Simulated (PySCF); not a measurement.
# Electronic structure of Ga⁺ (gallium, charge +1) at the UHF level

Configuration: [Ar] 3d10 4s2, closed-shell 1S. Calculation: PySCF 2.14, in cc-pVDZ-PP with ECP10MDF; a scalar-relativistic core potential.

```json
{
 "Total energy": "-258.088103 hartree",
 "One-electron energy": "-457.0362 hartree",
 "Hartree (Coulomb) energy": "220.5035 hartree",
 "Exchange energy": "-21.5554 hartree",
 "⟨S²⟩": "0.0000",
 "⟨L²⟩": "0.000",
 "Sum of ⟨r⟩": "17.95 bohr",
 "Sum of ⟨r²⟩": "24.58 bohr²",
 "Time after the integrals": "0.03 s of wall time on 1 thread of Intel(R) Xeon(R) 6975P-C (shared host)"
}
```

| shell | electrons | mean orbital energy (eV) | rms radius, mean of both spins (bohr) |
| --- | --- | --- | --- |
| 3s | 2 | -187.67 | 0.701 |
| 3p | 6 | -132.70 | 0.739 |
| 3d | 10 | -39.970 | 0.891 |
| 4s | 2 | -19.035 | 2.49 |

Energies and moments cover only the electrons outside the core potential.
